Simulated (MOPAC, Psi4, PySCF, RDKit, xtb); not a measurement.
Two geometries of SMILES SC[SiH2][SeH] (CH6SSeSi), relaxed at B3LYP-D3(BJ)/def2-SVP with one dihedral held; other torsions can differ between them too.

Structure A

```
10

S      2.1765    -3.7289     0.8704
C      0.3872    -3.7010     0.3991
Si    -0.5456    -2.5609     1.5828
Se    -2.6997    -2.4069     0.7595
H      2.2646    -5.0547     1.1174
H      0.2948    -3.3674    -0.6459
H     -0.0245    -4.7184     0.4559
H      0.1049    -1.2218     1.6157
H     -0.5378    -3.1423     2.9531
H     -3.1464    -1.5228     1.8542
```

Structure B

```
10

S     -3.0365    -1.3040    -2.6341
C     -1.2300    -1.1367    -2.9495
Si    -0.2866    -2.7607    -2.7745
Se     1.9216    -2.2749    -3.2189
H     -3.0702    -2.6311    -2.3654
H     -0.8178    -0.3999    -2.2424
H     -1.0875    -0.7425    -3.9679
H     -0.4595    -3.2948    -1.3941
H     -0.8282    -3.7613    -3.7369
H      2.3543    -3.6703    -3.0070
```

Which is lower in energy at the level DF-MP2 (frozen core)/cc-pVTZ // B3LYP-D3(BJ)/def2-SVP run with Psi4 1.11, and by how much?

B is lower, by 1.87 kJ/mol (dihedral H5–S1–C2–Si3: 120° in A, 0° in B).

E(B) − E(A) in kJ/mol at the other levels, on the same two geometries: B3LYP/def2-TZVP // B3LYP-D3(BJ)/def2-SVP (Psi4) -0.96; B3LYP-D3(BJ)/def2-TZVP // B3LYP-D3(BJ)/def2-SVP (Psi4) -1.82; PBE/def2-TZVP // B3LYP-D3(BJ)/def2-SVP (Psi4) -1.38; PBE-D3(BJ)/def2-TZVP // B3LYP-D3(BJ)/def2-SVP (Psi4) -1.87; wB97X-D/def2-TZVP // B3LYP-D3(BJ)/def2-SVP (Psi4) -1.59; HF/cc-pVTZ // B3LYP-D3(BJ)/def2-SVP (Psi4) -0.46; UFF // B3LYP-D3(BJ)/def2-SVP (RDKit) 4.32; AM1, restricted, heats of formation // B3LYP-D3(BJ)/def2-SVP (MOPAC) 10.14; PM6, restricted, heats of formation // B3LYP-D3(BJ)/def2-SVP (MOPAC) 4.60; GFN1-xTB // B3LYP-D3(BJ)/def2-SVP (xtb) -2.76; restricted B3LYP/6-31G*, spherical d, density fitting // B3LYP-D3(BJ)/def2-SVP (PySCF) 1.60; restricted BP86/6-31G*, spherical d, density fitting // B3LYP-D3(BJ)/def2-SVP (PySCF) 1.57; restricted Hartree-Fock/3-21G // B3LYP-D3(BJ)/def2-SVP (PySCF) 7.80; restricted Hartree-Fock/STO-3G // B3LYP-D3(BJ)/def2-SVP (PySCF) 0.43.
